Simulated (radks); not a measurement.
The numbers below are computed, except where a source is named.
Excited configurations of the palladium ion Pd3+: one electron is placed in a higher orbital outside [Kr] 4d6. The ground configuration is [Kr] 4d7. Code: a radial shooting solver on a logarithmic mesh with Libxc functionals. Model: scalar-relativistic Kohn-Sham, r2SCAN, spin-polarised, spherical densities, finite nucleus; open shells are filled with parallel spins first (spin-orbit coupling, left out, can overturn this in heavy ions); meta-GGA in the generalised Kohn-Sham scheme; Fermi nuclear charge, rms radius 4.5318 fm. Excitation = E - E(ground); binding = E(ion) - E, where the ion is the core of charge +4; n* = 4/sqrt(2 binding) in atomic units, and the quantum defect is n - n*.

outer orbital  excitation (eV)  binding (eV)     n*  eigenvalue (eV)  <r> (bohr)
4f                      32.072        15.111  3.796          -12.318       3.556
5f                      37.021        10.162  4.628           -8.682       6.372
6d                      35.858        11.325  4.384          -10.019       6.621
7d                      39.645         7.538  5.374           -6.732       10.29
7f                      42.021         5.161  6.495           -4.583       14.45

The Delta-SCF ionisation energy is 47.183 eV (NIST Atomic Spectra Database: 46 eV, theoretical). Self-interaction in the functional shifts the binding energies and quantum defects, so they are the method's values and not measured ones. Open shells are spherical and high-spin; term and fine-structure splittings are not resolved.
